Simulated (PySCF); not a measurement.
Si(OSiH3)(H)2(Me) (CH8OSi2), SMILES C[SiH2]O[SiH3]. Geometry optimised at PBE0-D3(BJ)/def2-SVP. Other conformers were not sampled.

Computed equilibrium geometry at PBE0-D3(BJ)/def2-SVP (PySCF confirms it by a frequency run) as a Z-matrix (one conformer of several):
```
O
Si 1 1.6543
Si 1 1.6630 2 145.78
H 2 1.4902 1 108.47 3 -179.72
H 2 1.4951 4 109.27 1 120.59
H 2 1.4951 4 109.28 5 118.80
H 3 1.4967 1 109.19 2 59.20
H 3 1.4967 7 108.24 1 118.78
C 3 1.8633 7 110.71 8 121.51
H 9 1.1006 3 110.74 7 -179.99
H 9 1.1006 10 108.23 3 121.57
H 9 1.1014 10 108.26 11 117.13
```
Charge 0, spin multiplicity 1.
